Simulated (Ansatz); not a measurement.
An input meant for W(NH)2(NH2)2 (WN₄H₆) (charge 0, singlet).

```yaml
crystal:
  periodic: [false, false, false]
  atoms:
    - {symbol: W, position_ang: [0.174207, -0.000889, 0.123062]}
    - {symbol: N, position_ang: [0.051951, 0.018316, 1.896241]}
    - {symbol: H, position_ang: [0.385538, 0.023660, 2.863763]}
    - {symbol: N, position_ang: [1.804432, -0.027386, -0.584810]}
    - {symbol: H, position_ang: [2.827750, -0.039253, -0.594051]}
    - {symbol: N, position_ang: [-0.696671, 1.647429, -0.521648]}
    - {symbol: H, position_ang: [-0.441897, 2.138077, -1.382600]}
    - {symbol: H, position_ang: [-1.413655, 2.163524, -0.005434]}
    - {symbol: N, position_ang: [-0.735257, -1.640461, -0.489852]}
    - {symbol: H, position_ang: [-1.464672, -2.128801, 0.035838]}
    - {symbol: D, position_ang: [-0.491747, -2.154226, -1.340520]}
basis:
  gaussian: {orbitals: def2-SVP}
magnetization: {spin_polarized: true, initial_magnetization: 0}
hamiltonian: {xc: {name: rPW86-PBE}}
scf: {omitted_lower_state_checks: [starts]}
output: {forces: true}
```

```sh
$ ansatz run in.yaml --threads 4 --pin off --events-out ev --progress --plain --max-ram 3916MiB
```

Shortened log:

```
Error: YAML parse error: error: line 14 column 16: `D` is not an element symbol (H … Og, case-exact)
12 |     - {symbol: N, position_ang: [-0.735257, -1.640461, -0.489852]}
13 |     - {symbol: H, position_ang: [-1.464672, -2.128801, 0.035838]}
14 |     - {symbol: D, position_ang: [-0.491747, -2.154226, -1.340520]}
15 | basis:
16 |   gaussian: {orbitals: def2-SVP}
```

In this input an element symbol is wrong. The program refused the input.
